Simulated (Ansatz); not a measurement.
A series at Si: from `[SiH3][SiH]([SiH3])[SiH3]`, ligands are replaced one by one, each step taking up NH₃ and setting free SiH₄; n counts the steps. Ansatz, PBE0-D4/def2-TZVP geometries. Each molecule was computed in one conformer, which needn't be the lowest.

```csv
n,molecule,"HOMO energy, ωB97M-V/def2-TZVPP (eV)"
0,`[SiH3][SiH]([SiH3])[SiH3]`,?
1,`N[SiH]([SiH3])[SiH3]`,-9.65
2,`N[SiH](N)[SiH3]`,-9.04
3,`N[SiH](N)N`,-9.25
```

**Question.** By hand: fit a straight line y = ȳ + b (n − n̄) to the 3 given rows and predict n = 0.

**Answer.** n̄ = 2.000, ȳ = -9.313; Σ(n − n̄)(y − ȳ) = 0.400, Σ(n − n̄)² = 2.000, so b = 0.200 eV a step. Prediction: -9.313 + (0.200) × (-2.000) = -9.71 eV.

**Question.** By hand: compare with the computed value, -9.98 eV, and give the steps along the whole series.

**Answer.** The line misses by -0.27 eV (computed minus predicted). Steps: 0.33, 0.61, -0.21 eV.

The steps change sign along the series, so a line is a poor guide. The highest orbital can change its character along such a series. The miss is 28.7 % of the series' range.
